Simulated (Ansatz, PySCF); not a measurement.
Dissociation curve of SeLi (cation, charge +1), lowest singlet found (which spin is the ground state isn't settled by this scan).

RKS-BP86/6-31G* = PySCF 2.14.0 with restricted BP86/6-31G*, spherical d; RHF/aug-cc-pVDZ (Ansatz, an electronic-structure program); RMP2/3-21G = PySCF with restricted MP2 (frozen core)/3-21G.

Total energies in hartree (comparable only within one method and basis):

```csv
R / Å,RKS-BP86/6-31G*,RHF,RMP2/3-21G
1.77,-2408.61222,-2406.88447,-2395.52496
1.92,-2408.65736,-2406.93236,-2395.57812
2.07,-2408.68358,-2406.96038,-2395.61034
2.15,-2408.69251,-2406.96994,-2395.62168
2.26,-2408.70082,-2406.97886,-2395.63254
2.37,-2408.70581,-2406.98423,-2395.63934
2.41,-2408.70700,-2406.98552,-2395.64103
2.49,-2408.70862,-2406.98730,-2395.64345
2.58,-2408.70946,-2406.98826,-2395.64490
2.69,-2408.70945,-2406.98836,-2395.64533
2.79,-2408.70877,-2406.98772,-2395.64481
2.97,-2408.70654,-2406.98554,-2395.64250
3.11,-2408.70433,-2406.98337,-2395.64003
3.36,-2408.70013,-2406.97928,-2395.63515
3.63,-2408.69585,-2406.97521,-2395.63012
3.94,-2408.69171,-2406.97136,-2395.62532
4.42,-2408.68711,-2406.96711,-2395.62015
4.86,-2408.68444,-2406.96461,-2395.61723
5.49,-2408.68219,-2406.96247,-2395.61463
6.25,-2408.68077,-2406.96107,-2395.61271
7.24,-2408.67983,-2406.96012,-2395.61137
8.49,-2408.67928,-2406.95954,-2395.61073
```

The restricted form behind RKS-BP86/6-31G*, RHF, RMP2/3-21G keeps the bonding electrons paired and can't separate into open-shell fragments.
